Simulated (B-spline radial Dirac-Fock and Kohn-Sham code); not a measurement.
## X-ray lines that fill the 2s vacancy in Ru⁴⁺

System: the Ru⁴⁺ ion, [Kr] 4d4.

Method: independent-particle rates on relativistic LDA orbitals of the hole state (multipoles up to L = 3, Coulomb Auger matrix elements, transition energies from Dirac-Fock). Computed with a radial B-spline solver.

```
 line  multipole  energy (eV)  width (meV)  share (%)
L1-L2         E1        262.3       0.0691      0.123
L1-L3         E1        391.3        0.483      0.857
  Lβ4         E1       2745.1         17.3       30.6
  Lβ3         E1       2767.6         29.4       52.1
L1-M4         E2       2947.7        0.172      0.306
L1-M5         E2       2951.9        0.257      0.456
  Lγ2         E1       3188.2         3.19       5.65
  Lγ3         E1       3191.8         5.52       9.79
L1-N5         E2       3239.1       0.0101     0.0180
```

The listed lines hold 100.0 % of the radiative rate. The radiative width is 0.0563 eV in the length form and 0.0562 eV in the velocity form; the two differ because the transition energies are not eigenvalue differences of the potential that gave the orbitals.
